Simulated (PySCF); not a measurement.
HCl2OTi (SMILES [OH][Ti]([Cl])[Cl]), doublet, geometry from GFN2-xTB (such geometries of metal compounds can be far from the true shape) (the multiplicity is a formal guess). Base run: TPSS/3-21G (PySCF).

The PySCF input:
```python
from pyscf import gto, scf, dft

mol = gto.M(
    atom='''
Ti    0.319692   -0.138951    0.191853
Cl   -1.542571   -1.127166    0.024657
Cl    0.202576    1.709583   -0.828810
O     1.664176   -0.723319    0.998699
H     2.433283   -1.057604    1.460253
''',
    basis='3-21g',
    charge=0,
    spin=1,
    verbose=4,
)

mf = dft.UKS(mol)
mf.xc = 'tpss'
mf.kernel()
```

Variants of this job, named by their change:

```csv
change,ΔE vs base (mEh),fitting functions,dipole (D),outcome
base,0.000,-,5.12,converged
auxbasis = cc-pvtz-jkfit,-,-,-,input refused
auxbasis = cc-pvqz-jkfit,-,-,-,input refused
auxbasis = def2-universal-jfit,-2.206,251,5.12,converged
auxbasis = def2-universal-jkfit,-0.610,615,5.12,converged
auxbasis = autoaux,-0.432,587,5.12,converged
auxbasis = default (with mf = mf.density_fit()),-0.610,615,5.12,converged
auxbasis = cc-pvdz-jkfit,-,-,-,input refused
auxbasis = def2-tzvp-ri,-10867.2,499,5.12,converged
auxbasis = even-tempered beta=3.0,-16.119,308,5.11,converged
```

A fitting set is made for a task (jfit for Coulomb, jkfit for Coulomb and exchange, ri for correlation) and for a family of orbital bases.

Open shells are given as the SCF converged; they aren't shown to be the lowest states, and a large step between rows can be another state.

- auxbasis = cc-pvtz-jkfit: ended with `pyscf.lib.exceptions.BasisNotFoundError: Basis set not found for Ti in cc-pvtz-jkfit`
- auxbasis = cc-pvqz-jkfit: ended with `pyscf.lib.exceptions.BasisNotFoundError: Basis set not found for Ti in cc-pvqz-jkfit`
- auxbasis = cc-pvdz-jkfit: ended with `pyscf.lib.exceptions.BasisNotFoundError: Basis set not found for Ti in cc-pvdz-jkfit`
